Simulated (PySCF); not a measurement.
A PySCF script (with the pyscf-properties extension) for the NMR shieldings of `CC(C)C[SiH2]O/C=C/F`, C6H13FOSi, on a GFN2-xTB geometry:

```python
import basis_set_exchange as bse
import numpy as np
from pyscf import gto, dft
from pyscf.prop import nmr

atoms = """
C    -2.137490   -1.442876    0.313528
C    -1.996459   -0.188387   -0.541661
C    -2.398174    1.046979    0.257934
C    -0.583273   -0.053027   -1.110609
Si    0.832370   -0.055028    0.147797
O     2.082960    0.373024   -0.824396
C     3.380994    0.530188   -0.560110
C     3.953246    0.340038    0.617305
F     5.277950    0.529460    0.773582
H    -3.177705   -1.599991    0.591104
H    -1.548594   -1.348967    1.222038
H    -1.792065   -2.317800   -0.231396
H    -2.690534   -0.277823   -1.388151
H    -2.313663    1.943847   -0.351519
H    -1.758669    1.160021    1.128819
H    -3.428316    0.960604    0.597467
H    -0.415213   -0.873296   -1.813461
H    -0.532860    0.864169   -1.702118
H     0.714692    0.927321    1.229960
H     1.095639   -1.372892    0.735376
H     3.966289    0.840911   -1.417502
H     3.458463    0.032911    1.523595
"""
names = dict.fromkeys(["C", "Si", "O", "F", "H"], "pcSseg-1")
basis = {el: gto.basis.parse(bse.get_basis(n, elements=[el], fmt="nwchem")) for el, n in names.items()}
mol = gto.M(atom=atoms, basis=basis, charge=0, verbose=0)
mf = dft.RKS(mol, xc="PBE0")
mf.grids.level = 2
mf.grids.alignment = dft.numint.BLKSIZE   # the property module wants whole blocks of grid points
mf.conv_tol = 1e-9
mf.kernel()

calc = nmr.RKS(mf)   # GIAO
C = mf.mo_coeff
Co = C[:, mf.mo_occ > 0]
resp = mf.gen_response(singlet=True, hermi=2)
def vind(x):   # induced exchange potential for any number of trial vectors
    d = np.einsum("pi,xij,qj->xpq", C, 2 * x.reshape(-1, C.shape[1], Co.shape[1]), Co, optimize=True)
    return np.einsum("xpq,pi,qj->xij", resp(d - d.transpose(0, 2, 1)), C, Co, optimize=True).ravel()
mo1, _ = nmr.rhf.solve_mo1(calc, with_cphf=vind)
sigma = calc.kernel(mo1)
for i, s in enumerate(sigma):   # ppm
    w = np.linalg.eigvalsh((s + s.T) / 2)
    print("%2d %-2s iso %8.1f  s11 %8.1f  s22 %8.1f  s33 %8.1f" % (i, mol.atom_pure_symbol(i), w.mean(), *w))
```

Task: What are the results?

Result: 
```
 0 C  iso    159.1  s11    146.2  s22    148.5  s33    182.4
 1 C  iso    157.7  s11    154.6  s22    157.0  s33    161.5
 2 C  iso    160.3  s11    144.1  s22    152.1  s33    184.8
 3 C  iso    159.3  s11    138.6  s22    147.9  s33    191.5
 4 Si iso    373.6  s11    317.4  s22    366.6  s33    436.8
 5 O  iso    277.7  s11    232.3  s22    241.8  s33    358.8
 6 C  iso     44.7  s11    -45.0  s22     70.6  s33    108.5
 7 C  iso     39.6  s11    -33.0  s22     66.8  s33     85.0
 8 F  iso    365.6  s11    316.6  s22    361.3  s33    418.9
 9 H  iso     30.5  s11     26.2  s22     27.8  s33     37.4
10 H  iso     31.3  s11     27.8  s22     30.7  s33     35.5
11 H  iso     30.5  s11     26.5  s22     28.5  s33     36.5
12 H  iso     29.7  s11     26.0  s22     27.3  s33     35.9
13 H  iso     30.5  s11     26.5  s22     28.2  s33     36.8
14 H  iso     30.8  s11     26.9  s22     30.5  s33     35.0
15 H  iso     30.5  s11     26.2  s22     28.0  s33     37.4
16 H  iso     30.1  s11     25.7  s22     29.3  s33     35.3
17 H  iso     30.4  s11     25.8  s22     29.6  s33     35.8
18 H  iso     26.5  s11     22.3  s22     27.5  s33     29.7
19 H  iso     26.6  s11     22.5  s22     27.3  s33     30.0
20 H  iso     24.6  s11     21.6  s22     24.3  s33     27.9
21 H  iso     24.6  s11     22.2  s22     22.5  s33     29.2
```

These numbers come from an equivalent density-fitted implementation of the same equations, which agrees with the script to about 0.01 ppm for H and up to a few tenths of a ppm for heavy atoms, so last digits may differ.

Task: Turn these shieldings into chemical shifts. Scale: ¹³C (186.93 ppm), ²⁹Si (349.16 ppm), ¹H (31.72 ppm) vs TMS; H2O for ¹⁷O (336.08 ppm); ¹⁹F (170.95 ppm) against CFCl3 (reference shieldings calculated alike).

Result: Averaging equivalent atoms: C 7: 147.3; C 6: 142.3; C 1: 29.2; C 3: 27.6; C 0/2: 27.2; Si 4: -24.5; O 5: 58.4; F 8: -194.7; H 20: 7.14; H 21: 7.09; H 18/19: 5.17; H 12: 2.00; H 16/17: 1.47; H 9/10/11/13/14/15: 1.03 ppm. Unscaled 19F shifts against computed CFCl3 carry errors that often reach 10 to 50 ppm. Experimental scales use liquid or dissolved standards, which lie at an offset from isolated H2O (liquid H2O: subtract about 36 ppm).

Size and cost of the density-fitted run: 225 basis functions, 95 s wall time on 1 thread of an Arm Neoverse N1, shared host; peak memory 1.1 GiB.
